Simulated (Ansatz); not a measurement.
Species: trichloro(methyl)silane, CH3Cl3Si (charge 0, singlet). 
Coordinates optimised at B3LYP-D3(BJ)/def2-TZVP (Ansatz, a program for electronic structure):
```
Si
C 1 1.8454
H 2 1.0907 1 110.00
H 2 1.0907 3 108.94 1 -120.64
H 2 1.0907 3 108.94 4 -118.71
Cl 1 2.0499 2 110.57 3 60.00
Cl 1 2.0499 2 110.57 3 -60.00
Cl 1 2.0499 2 110.57 3 180.00
```

Basis-set convergence of Hartree-Fock and MP2 correlation energies (hartree) with Ansatz. Cores are frozen in the correlated levels unless marked. No spin-orbit coupling. No relativistic terms.

| basis | functions | E(HF) | E(corr, MP2) |
|---|---|---|---|
| cc-pV(D+d)Z | 121 | -1707.24825 | -0.64700 |
| cc-pV(T+d)Z | 228 | ? | ? |

**Question.** Some entries are withheld; supply them.

**Answer.** 
- cc-pV(T+d)Z, E(HF): -1707.32575
- cc-pV(T+d)Z, E(corr, MP2): -0.85714
